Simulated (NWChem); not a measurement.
System: CH7NSi2; SMILES C1[SiH2]N[SiH2]1

Here is an NWChem input.

```
start job
memory heap 200 mb stack 900 mb global 1100 mb
geometry units angstroms noautoz
  C      0.000000     0.000000     1.333121
  Si     1.309912     0.000000    -0.054191
  N      0.000000     0.000000    -1.234365
  Si    -1.309912     0.000000    -0.054191
  H      0.000000     0.901333     1.976605
  H      0.000000    -0.901333     1.976605
  H      2.205340    -1.215146    -0.094928
  H      2.205340     1.215146    -0.094928
  H      0.000000     0.000000    -2.254753
  H     -2.205340     1.215146    -0.094928
  H     -2.205340    -1.215146    -0.094928
end
basis spherical
  * library def2-svp
end
dft
  xc scan
  grid coarse
  iterations 150
  mulliken
end
task dft gradient
```

Output (shortened):

```
             Northwest Computational Chemistry Package (NWChem) 7.3.0
             --------------------------------------------------------

 C2V symmetry detected

                             Geometry "geometry" -> ""
                             -------------------------

 Output coordinates in angstroms (scale by  1.889725989 to convert to a.u.)

  No.       Tag          Charge          X              Y              Z
 ---- ---------------- ---------- -------------- -------------- --------------
    1 C                    6.0000     0.00000000     0.00000000     1.35063000
    2 Si                  14.0000     1.30991200     0.00000000    -0.03668200
    3 N                    7.0000     0.00000000     0.00000000    -1.21685600
    4 Si                  14.0000    -1.30991200     0.00000000    -0.03668200
    5 H                    1.0000     0.00000000     0.90133300     1.99411400
    6 H                    1.0000     0.00000000    -0.90133300     1.99411400
    7 H                    1.0000     2.20534000    -1.21514600    -0.07741900
    8 H                    1.0000     2.20534000     1.21514600    -0.07741900
    9 H                    1.0000     0.00000000     0.00000000    -2.23724400
   10 H                    1.0000    -2.20534000     1.21514600    -0.07741900
   11 H                    1.0000    -2.20534000    -1.21514600    -0.07741900

 Effective nuclear repulsion energy (a.u.)     224.0840776228

      Symmetry information
      --------------------

 Group name             C2v
 Group number             16
 Group order               4
 No. of unique centers     6

                                 NWChem DFT Module
                                 -----------------

 Summary of "ao basis" -> "ao basis" (spherical)
 ------------------------------------------------------------------------------
       Tag                 Description            Shells   Functions and Types
 ---------------- ------------------------------  ------  ---------------------
 C                          def2-svp                 6       14   3s2p1d
 Si                         def2-svp                 8       18   4s3p1d
 N                          def2-svp                 6       14   3s2p1d
 H                          def2-svp                 3        5   2s1p

      Symmetry analysis of basis
      --------------------------

        a1         39
        a2         13
        b1         26
        b2         21

            General Information
            -------------------
          SCF calculation type: DFT
          Wavefunction type:  closed shell.
          No. of atoms     :    11
          No. of electrons :    48
           Alpha electrons :    24
            Beta electrons :    24
          Charge           :     0
          Spin multiplicity:     1
          Use of symmetry is: on ; symmetry adaption is: on
          Maximum number of iterations: 150
          AO basis - number of functions:    99
                     number of shells:    49
          Convergence on energy requested:  1.00D-06
          Convergence on density requested:  1.00D-05
          Convergence on gradient requested:  5.00D-04

              XC Information
              --------------
                         SCAN Method XC Functional
                  SCAN metaGGA Exchange Functional  1.000
                        SCAN Correlation Potential  1.000

             Grid Information
             ----------------
          Grid used for XC integration:  coarse
          Radial quadrature: Mura-Knowles
          Angular quadrature: Lebedev.
          Tag              B.-S. Rad. Rad. Pts. Rad. Cut. Ang. Pts.
          ---              ---------- --------- --------- ---------
          C                   0.70       35          10.0       302
          Si                  1.10       70          10.0       302
          N                   0.65       35           9.0       302
          H                   0.35       35          12.0       302
          Grid pruning is: on
          Number of quadrature shells:   245
          Spatial weights used:  Erf1

      Superposition of Atomic Density Guess
      -------------------------------------

 Sum of atomic energies:        -672.84103385

      Non-variational initial energy
      ------------------------------

 Total energy =    -674.910609
 1-e energy   =   -1374.268765
 2-e energy   =     475.274078
 HOMO         =      -0.316674
 LUMO         =       0.023524

      Symmetry analysis of molecular orbitals - initial
      -------------------------------------------------

  Numbering of irreducible representations:

     1 a1          2 a2          3 b1          4 b2

  Orbital symmetries:

     1 a1          2 b1          3 a1          4 a1          5 a1
     6 b1          7 a1          8 b1          9 b2         10 a2
    11 a1         12 b1         13 a1         14 a1         15 b1
    16 a1         17 a1         18 b2         19 b1         20 b2
    21 a1         22 a2         23 b1         24 b2         25 a1
    26 a1         27 b2         28 a1         29 b1         30 b1
    31 b1         32 a1         33 a2         34 a1

     ---------------------------------------------
      Total Density - Mulliken Population Analysis
     ---------------------------------------------

    Atom       Charge   Shell Charges
 -----------   ------   -------------------------------------------------------
    1 C    6     6.78   1.99  0.98  0.35  2.12  1.34  0.01
    2 Si  14    13.24   2.00  1.99  0.97  0.24  5.93  1.03  0.85  0.23
    3 N    7     7.94   1.99  1.04  0.51  2.61  1.78  0.01
    4 Si  14    13.24   2.00  1.99  0.97  0.24  5.93  1.03  0.85  0.23
    5 H    1     0.84   0.64  0.18  0.03
    6 H    1     0.84   0.64  0.18  0.03
    7 H    1     1.09   0.70  0.39  0.01
    8 H    1     1.09   0.70  0.39  0.01
    9 H    1     0.74   0.58  0.12  0.04
   10 H    1     1.09   0.70  0.39  0.01
   11 H    1     1.09   0.70  0.39  0.01

   convergence    iter        energy       DeltaE   RMS-Dens  Diis-err
 ---------------- ----- ----------------- --------- --------- ---------
 d= 0,ls=0.0,diis     1   -675.7814294118 -9.00D+02  1.07D-02  3.96D-01
 d= 0,ls=0.0,diis     2   -675.7401322388  4.13D-02  7.76D-03  7.01D-01
 d= 0,ls=0.0,diis     3   -675.8232997781 -8.32D-02  1.94D-03  4.93D-02
 d= 0,ls=0.0,diis     4   -675.8285834567 -5.28D-03  6.28D-04  5.21D-03
 d= 0,ls=0.0,diis     5   -675.8293080916 -7.25D-04  1.55D-04  1.92D-04
  Resetting Diis
 d= 0,ls=0.0,diis     6   -675.8293338811 -2.58D-05  4.62D-05  1.97D-05
 d= 0,ls=0.0,diis     7   -675.8293367327 -2.85D-06  1.74D-05  8.51D-07
 d= 0,ls=0.0,diis     8   -675.8293366382  9.45D-08  1.13D-05  1.63D-06
 d= 0,ls=0.0,diis     9   -675.8293368387 -2.01D-07  2.21D-06  9.41D-08

         Total DFT energy =     -675.829336838742
      One electron energy =    -1378.095878674047
           Coulomb energy =      534.983897821257
    Exchange-Corr. energy =      -56.801433608785
 Nuclear repulsion energy =      224.084077622834

 Numeric. integr. density =       48.000042756770

                  Occupations of the irreducible representations
                  ----------------------------------------------

                     irrep           alpha         beta
                     --------     --------     --------
                     a1               11.0         11.0
                     a2                2.0          2.0
                     b1                7.0          7.0
                     b2                4.0          4.0

                       DFT Final Molecular Orbital Analysis
                       ------------------------------------

 Vector   22  Occ=2.000000D+00  E=-3.091135D-01  Symmetry=a2
              MO Center=  2.6D-14,  1.9D-14, -6.4D-02, r^2= 5.9D+00
   Bfn.  Coefficient  Atom+Function         Bfn.  Coefficient  Atom+Function
  ----- ------------  ---------------      ----- ------------  ---------------
    75      0.232876   7 H  s                80     -0.232876   8 H  s
    90      0.232876  10 H  s                95     -0.232876  11 H  s
    23     -0.208015   2 Si py               55      0.208015   4 Si py
    26     -0.183093   2 Si py               58      0.183093   4 Si py
    20      0.118307   2 Si py               52     -0.118307   4 Si py

 Vector   23  Occ=2.000000D+00  E=-2.617619D-01  Symmetry=b1
              MO Center= -1.1D-18,  9.5D-15,  6.7D-01, r^2= 3.5D+00
   Bfn.  Coefficient  Atom+Function         Bfn.  Coefficient  Atom+Function
  ----- ------------  ---------------      ----- ------------  ---------------
     4      0.409846   1 C  px                7      0.272859   1 C  px
    22     -0.164520   2 Si px               54     -0.164520   4 Si px
    25     -0.149048   2 Si px               57     -0.149048   4 Si px
    75     -0.127403   7 H  s                80     -0.127403   8 H  s
    90      0.127403  10 H  s                95      0.127403  11 H  s

 Vector   24  Occ=2.000000D+00  E=-2.265989D-01  Symmetry=b2
              MO Center=  1.8D-14,  3.3D-16, -8.2D-01, r^2= 3.1D+00
   Bfn.  Coefficient  Atom+Function         Bfn.  Coefficient  Atom+Function
  ----- ------------  ---------------      ----- ------------  ---------------
    37      0.492064   3 N  py               40     -0.406511   3 N  py
    76     -0.174566   7 H  s                81      0.174566   8 H  s
    91      0.174566  10 H  s                96     -0.174566  11 H  s
    75     -0.151483   7 H  s                80      0.151483   8 H  s
    90      0.151483  10 H  s                95     -0.151483  11 H  s

 Vector   25  Occ=0.000000D+00  E=-1.791372D-02  Symmetry=a1
              MO Center= -7.5D-14,  6.5D-16, -1.0D-01, r^2= 5.7D+00
   Bfn.  Coefficient  Atom+Function         Bfn.  Coefficient  Atom+Function
  ----- ------------  ---------------      ----- ------------  ---------------
     3      0.804763   1 C  s                27     -0.767639   2 Si pz
    59     -0.767639   4 Si pz               35     -0.707604   3 N  s
    24     -0.224681   2 Si pz               56     -0.224681   4 Si pz
     9     -0.213849   1 C  pz               34     -0.161773   3 N  s
    18     -0.122324   2 Si s                50     -0.122324   4 Si s

 Vector   26  Occ=0.000000D+00  E= 3.416864D-02  Symmetry=a1
              MO Center= -1.1D-13,  7.9D-15,  2.2D-01, r^2= 6.1D+00
   Bfn.  Coefficient  Atom+Function         Bfn.  Coefficient  Atom+Function
  ----- ------------  ---------------      ----- ------------  ---------------
     3      1.626914   1 C  s                25      0.918139   2 Si px
    57     -0.918139   4 Si px               35      0.739952   3 N  s
    66     -0.498452   5 H  s                71     -0.498452   6 H  s
    76     -0.482903   7 H  s                81     -0.482903   8 H  s
    91     -0.482903  10 H  s                96     -0.482903  11 H  s

 Vector   27  Occ=0.000000D+00  E= 5.354001D-02  Symmetry=b2
              MO Center= -5.8D-14, -3.1D-14,  5.2D-01, r^2= 4.7D+00
   Bfn.  Coefficient  Atom+Function         Bfn.  Coefficient  Atom+Function
  ----- ------------  ---------------      ----- ------------  ---------------
    26      0.674467   2 Si py               58      0.674467   4 Si py
    66     -0.660905   5 H  s                71      0.660905   6 H  s
    76      0.504856   7 H  s                81     -0.504856   8 H  s
    91     -0.504856  10 H  s                96      0.504856  11 H  s
     8      0.405859   1 C  py               40     -0.356572   3 N  py

     ---------------------------------------------
      Total Density - Mulliken Population Analysis
     ---------------------------------------------

    Atom       Charge   Shell Charges
 -----------   ------   -------------------------------------------------------
    1 C    6     6.54   1.99  0.89  0.38  2.09  1.18  0.01
    2 Si  14    13.43   2.00  1.98  1.00  0.16  5.93  1.24  0.82  0.29
    3 N    7     7.56   1.99  0.99  0.53  2.44  1.60  0.01
    4 Si  14    13.43   2.00  1.98  1.00  0.16  5.93  1.24  0.82  0.29
    5 H    1     0.90   0.71  0.16  0.03
    6 H    1     0.90   0.71  0.16  0.03
    7 H    1     1.10   0.74  0.35  0.01
    8 H    1     1.10   0.74  0.35  0.01
    9 H    1     0.85   0.70  0.11  0.05
   10 H    1     1.10   0.74  0.35  0.01
   11 H    1     1.10   0.74  0.35  0.01

     -------------------------------------------
      Total Density - Lowdin Population Analysis
     -------------------------------------------

    Atom       Charge   Shell Charges
 -----------   ------   -------------------------------------------------------
    1 C    6     6.40   1.97  0.62  0.36  1.89  1.53  0.04
    2 Si  14    13.47   2.00  1.93  0.63  0.32  5.82  1.26  1.06  0.45
    3 N    7     7.37   1.97  0.75  0.46  2.26  1.91  0.02
    4 Si  14    13.47   2.00  1.93  0.63  0.32  5.82  1.26  1.06  0.45
    5 H    1     0.95   0.62  0.26  0.08
    6 H    1     0.95   0.62  0.26  0.08
    7 H    1     1.11   0.65  0.44  0.02
    8 H    1     1.11   0.65  0.44  0.02
    9 H    1     0.93   0.58  0.22  0.13
   10 H    1     1.11   0.65  0.44  0.02
   11 H    1     1.11   0.65  0.44  0.02

     Multipole analysis of the density
     ---------------------------------

     L   x y z        total         alpha         beta         nuclear
     -   - - -        -----         -----         ----         -------
     0   0 0 0     -0.000000    -24.000000    -24.000000     48.000000

     1   1 0 0      0.000000      0.000000      0.000000      0.000000
     1   0 1 0     -0.000000     -0.000000     -0.000000      0.000000
     1   0 0 1     -0.148905     -0.074452     -0.074452      0.000000

     2   2 0 0    -32.178291   -136.609785   -136.609785    241.041279
     2   1 1 0     -0.000000     -0.000000     -0.000000      0.000000
     2   1 0 1      0.000000      0.000000      0.000000      0.000000
     2   0 2 0    -31.911570    -29.402845    -29.402845     26.894119
     2   0 1 1      0.000000      0.000000      0.000000      0.000000
     2   0 0 2    -27.324601    -74.960103    -74.960103    122.595605

            General Information
            -------------------
          SCF calculation type: DFT
          Wavefunction type:  closed shell.
          No. of atoms     :    11
          No. of electrons :    48
           Alpha electrons :    24
            Beta electrons :    24
          Charge           :     0
          Spin multiplicity:     1
          Use of symmetry is: on ; symmetry adaption is: on
          Maximum number of iterations: 150
          AO basis - number of functions:    99
                     number of shells:    49
          Convergence on energy requested:  1.00D-06
          Convergence on density requested:  1.00D-05
          Convergence on gradient requested:  5.00D-04

[...]

                         DFT ENERGY GRADIENTS

    atom               coordinates                        gradient
                 x          y          z           x          y          z
   1 C       0.000000   0.000000   2.552321    0.000000   0.000000   0.001858
   2 Si      2.475375   0.000000  -0.069319    0.001708   0.000000   0.001730
   3 N       0.000000   0.000000  -2.299524    0.000000   0.000000  -0.002779
   4 Si     -2.475375   0.000000  -0.069319   -0.001708   0.000000   0.001730
   5 H       0.000000   1.703272   3.768329    0.000000   0.003142   0.001822
   6 H       0.000000  -1.703272   3.768329    0.000000  -0.003142   0.001822
   7 H       4.167488  -2.296293  -0.146301    0.002881  -0.003807  -0.000097
   8 H       4.167488   2.296293  -0.146301    0.002881   0.003807  -0.000097
   9 H       0.000000   0.000000  -4.227778    0.000000   0.000000  -0.005797
  10 H      -4.167488   2.296293  -0.146301   -0.002881   0.003807  -0.000097
  11 H      -4.167488  -2.296293  -0.146301   -0.002881  -0.003807  -0.000097
```

Level: SCAN/def2-SVP. Geometry: optimised at PBE-D3(BJ)/def2-SVP.
